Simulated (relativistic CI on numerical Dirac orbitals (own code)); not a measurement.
One change at a time: Hg³⁸⁺

Base calculation: Dirac-Coulomb-Breit CI, orbitals from a KLI potential per configuration, model QED (radiative potential, 1s self-energy scaled to tabulated hydrogen-like ionisation energies), unscaled Slater integrals.

Configurations in the expansion (outside the closed core [Ar] 3d10): 4s²4p⁶4d⁶, 4s²4p⁶4d⁵4f, 4s²4p⁵4d⁷, 4s4p⁶4d⁷, 4s²4p⁵4d⁶4f, 4s4p⁶4d⁶4f, 4s²4p⁶4d⁵5s, 4s²4p⁶4d⁴4f5s, 4s²4p⁶4d⁵5d, 4s4p⁶4d⁶5s, 4s²4p⁶4d⁵6s, 4p⁶4d⁸, 4p⁵4d⁹, 4p⁵4d⁸4f, 4s²4p⁶4d⁴5s², 4s²4p⁶4d³4f5s², 4s²4p⁵4d⁴4f5s², 4s4p⁶4d⁴4f5s². Double excitations out of closed p, d and f shells are left out; levels of such configurations are missing from the list, as are those of other unlisted configurations, and high levels can miss mixing partners.

The lowest level and the first level of each name with at least 55 % of one term (blank where a level has no safe partner in the second run):

| Level | Base (cm⁻¹) | Shift (cm⁻¹) |
| --- | --- | --- |
| 4s²4p⁶4d⁶ ³F4 | 0 | 0 |
| 4s²4p⁶4d⁶ ⁵D3 | 185131 | +164 |
| 4s²4p⁶4d⁶ ³G5 | 222259 | +2664 |
| 4s²4p⁶4d⁶ ³H6 | 222461 | +4056 |
| 4s²4p⁶4d⁶ ³P1 | 303872 | -1475 |
| 4s²4p⁶4d⁶ ³F3 | 314291 | -1120 |
| 4s²4p⁶4d⁶ ⁵D2 | 396858 | -768 |
| 4s²4p⁶4d⁶ ⁵D0 | 411108 | -3953 |
| 4s²4p⁶4d⁶ ³H5 | 435310 | +2163 |
| 4s²4p⁶4d⁶ ¹I6 | 448832 | +3609 |
| 4s²4p⁶4d⁶ ¹D2 | 611295 | -4163 |
| 4s²4p⁶4d⁶ ¹S0 | 676059 | -7850 |
| 4s²4p⁵4d⁷ ⁵G°6 | 1691447 | -21488 |
| 4s²4p⁵4d⁷ ³P°0 | 1728736 | -19676 |
| 4s²4p⁵4d⁷ ⁵G°5 | 1900880 | -11752 |

At this charge energies of transitions that change n are usually good to better than 1 %, and those within a shell (Δn = 0) to a few per cent. Terms inside the open d or f shell come out 10 to 20 % too wide with unscaled integrals.

**Question.** One thing was changed in a second run, which moved the levels as shown. Which?
A. valence Slater integrals scaled by 0.9
B. Breit term removed
C. configuration mixing switched off
D. QED terms removed

**Answer.** C. Configuration mixing switched off. Without mixing, levels that were pushed by configurations of the same parity and J return to their single-configuration places.

LS names give the leading component of a level, which can be under half, so a name can repeat, a term be missing and a line seem to break the LS rules.
